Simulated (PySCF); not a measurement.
CH9B2NSi.
Geometry (PBE0-D3(BJ)/def2-SVP, Å), atoms numbered from 1 in this order:
```
atom  x, y, z in Å
B1    -2.3355    0.1563    0.1704
C2    -1.4997   -0.5562    1.2575
B3    -0.0705    0.0942    1.0085
N4     0.7881   -0.3642   -0.0062
Si5    2.3760    0.3137   -0.3594
H6    -2.4688   -0.3419   -0.9271
H7    -2.8045    1.2574    0.3578
H8    -1.4339   -1.6450    1.1052
H9    -1.8127   -0.3023    2.2807
H10    0.3054    1.0425    1.6674
H11    0.4718   -1.1412   -0.5801
H12    2.9189   -0.4232   -1.5390
H13    2.2743    1.7653   -0.6856
H14    3.3014    0.1450    0.7986
```

Theory: TDDFT CAM-B3LYP/def2-SVPD, vertical, gas phase, core orbitals frozen in the response (PySCF).

Frontier orbitals with the atoms that hold most of them (Löwdin shares over 4%, at most four atoms; ? is withheld):

```json
{"orbital": "HOMO-3", "ε (eV)": "-11.23", "atoms": "Si5 37%, H12 32%, H14 10%, H13 6%"}
{"orbital": "HOMO-2", "ε (eV)": "-10.44", "atoms": "B1 29%, H7 18%, C2 17%, H6 11%"}
{"orbital": "HOMO-1", "ε (eV)": "-10.05", "atoms": "C2 25%, B3 19%, B1 14%, H10 11%"}
{"orbital": "HOMO", "ε (eV)": "-9.67", "atoms": "?"}
{"orbital": "LUMO", "ε (eV)": "-0.41", "atoms": "?"}
{"orbital": "LUMO+1", "ε (eV)": "0.96", "atoms": "Si5 27%, B3 23%, H11 9%, B1 7%"}
{"orbital": "LUMO+2", "ε (eV)": "1.30", "atoms": "B1 40%, B3 16%, Si5 8%, H6 6%"}
```

**Question.** Which atoms hold the HOMO, and with what shares?

**Answer.** N4 (bonded to B, Si and H) 41%; Si5 (bonded to N and 3 H) 13%; C2 (bonded to 2 B and 2 H) 10%; B3 (bonded to C, N and H) 8%.

**Question.** Give the leading atoms of the LUMO.

**Answer.** B1 (bonded to C and 2 H) 38%; C2 (bonded to 2 B and 2 H) 15%; B3 (bonded to C, N and H) 14%; N4 (bonded to B, Si and H) 8%. By element: boron 52%, carbon 15%, nitrogen 8%.

**Question.** The HOMO–LUMO gap is 9.26 eV. Where does the response calculation put the lowest singlet, and from which orbitals?

**Answer.** S1 is at 5.69 eV (f = 0.035), 3.57 eV below the gap, made of HOMO-1→LUMO (66%), HOMO→LUMO (19%). Its leading pair isn't HOMO and LUMO; the energies of that pair differ by 9.65 eV. 

Next come S2 at 5.75 eV (f 0.025), HOMO-2→LUMO (59%), HOMO→LUMO (30%); S3 at 6.51 eV (f 0.052), HOMO→LUMO (30%), HOMO-1→LUMO (27%), HOMO-2→LUMO (25%); S4 at 7.08 eV (f 0.081), HOMO-4→LUMO (54%), HOMO→LUMO (14%); S5 at 7.32 eV (f 0.033), HOMO→LUMO+1 (82%).

Löwdin shares depend on the basis, the more so with diffuse functions.

One conformer stands for the species.
